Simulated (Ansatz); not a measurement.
Reaction (formal hydrolysis of the Si–Si bond): `Cl[SiH](Cl)[SiH](Cl)Cl` + H₂O → `O[SiH](Cl)Cl` + dichlorosilane

Calculated with Ansatz (gas phase, PBE0-D4/def2-TZVP geometries, no zero-point term in ΔE). CBS: MP2 limit from def2 TZ/QZ plus the TZ coupled-cluster correction, frozen cores. This one scheme is used for every species. Functionals use def2-TZVPP. B3LYP here is the variant with VWN-RPA as its local correlation; programs differ in this. Each species was taken in one conformer, which may not be the lowest.

```
             level  ΔE (kJ/mol)  difference from CCSD(T)/CBS
         r2SCAN-D4       -116.4                         -2.2
           PBE0-D4       -101.0                         13.2
          B3LYP-D4       -111.4                          2.8
           ωB97X-V       -117.9                         -3.7
           ωB97M-V       -122.6                         -8.4
            B2PLYP       -126.8                        -12.6
               PBE       -103.0                         11.2
            r2SCAN       -119.3                         -5.1
     HF/def2-TZVPP       -148.1                        -33.9
CCSD(T)/def2-TZVPP       -119.7                         -5.5
     HF/def2-QZVPP       -149.3                        -35.1
    MP2/def2-QZVPP       -120.1                         -5.9
SCS-MP2/def2-QZVPP       -125.3                        -11.1
      HF/CBS(def2)       -149.4                        -35.2
     MP2/CBS(def2)       -117.4                         -3.2
    CCSD/CBS(def2)       -118.6                         -4.4
       CCSD(T)/CBS       -114.2                            0
```

Largest T1 diagnostic among the species: 0.010.

In def2-TZVPP, CCSD(T) changes the Hartree–Fock value by +28.4 kJ/mol (the triples alone add +4.3 kJ/mol) and MP2 by +25.2 kJ/mol. The D4 term adds +14.9 kJ/mol with B3LYP and +8.9 kJ/mol with PBE0; it sums over pairs of atoms, weighted by their polarisabilities, and B3LYP, whose exchange is more repulsive, gets the larger term. From PBE to PBE0 (25 % exact exchange), in def2-TZVPP and without D4, ΔE moves by −6.9 kJ/mol.

CCSD(T)/CBS has its own doubt, a few kJ/mol and more with outer-core shells, so smaller differences from it don't rank the levels.
